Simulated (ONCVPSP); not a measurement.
Before and after: ONCV potential for K

ONCVPSP 4.0.1 input, shortened (lines: element, Z, core and valence counts, functional; n l f; lmax; l rc ep ncon nbas qcut; lloc lpopt rc5 dvloc0; l nproj debl; icmod fcfact rcfact), PBE, scalar-relativistic:

```
  K 19.00    5    1        4      upf
    1    0    2.00
    2    0    2.00
    2    1    6.00
    3    0    2.00
    3    1    6.00
    3    2    1.00
    2
    0    3.35    0.05    3    8    2.10
    1    3.65    0.15    4    7    2.50
    2    4.00    0.00    4    8    2.70
    4    5    2.70    1.00
    0    2    3.30
    1    3    3.50
    2    3    1.60
    3    5.25    1.60
```

All-electron outer shells of the reference configuration (PBE, scalar-relativistic, ld1.x):

| shell | level (eV) | outermost node (bohr) | outermost maximum (bohr) |
| --- | --- | --- | --- |
| 3d | -0.63 | – | 7.71 |

Change: reference 4s1; waves 4s: rc 3.35 bohr, ncon 3, nbas 8, qcut 2.1 1/bohr, 2 projectors, debl 3.3 Ha; d scattering state at 0.12 Ha: rc 4.00 bohr, ncon 4, nbas 8, qcut 2.7 1/bohr, 3 projectors, debl 1.6 Ha.

Cutoffs: the cutoffs (Ha) at which the residual kinetic energy of the hardest occupied pseudo-wave falls to 1 and 0.1 mHa per electron; they do not see the model core or the augmentation charge, which bear on the density cutoff. Errors are all-electron minus pseudo energies relative to the spin-unpolarised reference configuration.

Task: What does the change do?

Result: The potential gets softer (3.2 Ha and 7.7 Ha → 1.3 Ha and 1.9 Ha); the lowest positive-energy flag moves from s at 92.1 eV to d at 50.1 eV; the number of tests with a reliable result goes from 4 to 1; neither file shows a bound ghost.

```tsv
quantity	base	changed
cutoff, loose	3.2 Ha	1.3 Ha
cutoff, tight	7.7 Ha	1.9 Ha
bound ghosts	none	none
GHOST(+) flags under 300 eV	s at 92.1 eV, p at 212.7 eV, d at 231.0 eV	d at 50.1 eV, s at 89.2 eV, p at 213.1 eV, d at 235.6 eV
tests with a reliable result	4 of 4	1 of 2
s: phases at 3.39 bohr within 0.05 rad from the reference energy up to (Ha; the scan ends near 5)	0.7	0.6
p: phases at 3.71 bohr within 0.05 rad from the reference energy up to (Ha; the scan ends near 5)	0.9	0.9
d: phases at 4.06 bohr within 0.05 rad from the reference energy up to (Ha; the scan ends near 5)	0.0	0.2
rms error of d²Exc/dni dnj with the model core, mHa	3.83	4.44
```

Base: The cutoffs count occupied waves only; projector 2 of the s channel, the hardest unoccupied one, needs 30 Ha at the loose tolerance. Changed file: The cutoffs count occupied waves only; projector 2 of the s channel, the hardest unoccupied one, needs 30 Ha at the loose tolerance.
